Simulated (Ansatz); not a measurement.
Ansatz (an electronic-structure program) input (PBE0/STO-3G):

Ansatz 0.2 input:
```yaml
crystal:
  periodic: [false, false, false]
  atoms:
    - {symbol: Si, position_ang: [-0.01469801, -0.50408292, -0.01115471]}
    - {symbol: O, position_ang: [-0.14847962, 1.01906834, 0.01640263]}
    - {symbol: H, position_ang: [1.39360918, -1.09538579, 0.02494486]}
basis:
  gaussian:
    orbitals: STO-3G
hamiltonian:
  xc: {name: PBE0}
magnetization: {spin_polarized: true, initial_magnetization: 1}
```

End of the output:

```
integrals: 0.00 GiB planned
177 factors; integrals over basis functions are off by at most 2.8e-5 eV
mean field: 0.06 GiB planned
mean field evaluation 1: about -9807.8279 eV, gradient 2.5e1 eV
mean field evaluation 2: about -9758.5653 eV, gradient 9.2e1 eV
mean field evaluation 4: about -9812.9032 eV, gradient 4.6e0 eV
mean field evaluation 8: about -9813.0271 eV, gradient 1.7e-1 eV
mean field evaluation 16: about -9813.0276 eV, gradient 2.0e-4 eV
mean field -9813.02756761 eV, -360.6221116007 hartree, gradient 9.9e-6 eV, S^2 0.755795; 0 other end points of the search recorded, 0 dependent functions left out
reference -9813.02757666 eV, -360.6221119333 hartree; 12, 11 occupied and 3, 4 virtual orbitals, 177 factors
Total energy: -9813.02757666 eV, -360.6221119333 hartree
```

It need not be the lowest isomer of its formula.
